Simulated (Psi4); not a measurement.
Psi4 was given this input:
```
memory 2 GB

molecule {
0 3
O    -0.00000000   -0.00000000   -0.60491107
O     0.00000000    0.00000000    0.60491107
}

set {
  basis 6-31g
  reference uhf
}

energy('ccsd')
print_variables()
```

**Question.** What does this run give for the number of basis functions, SCF-reference <S^2>, MP2 correlation energy, total energy, coupled-cluster correlation energy (without the perturbative part)?

**Answer.** 
- number of basis functions: 18
- SCF-reference <S^2>: 2.034
- MP2 correlation energy: -0.2402 Eh
- total energy: -149.7810 Eh
- coupled-cluster correlation energy (without the perturbative part): -0.2355 Eh

These values belong to the state on which the SCF converged, which isn't shown to be the lowest.
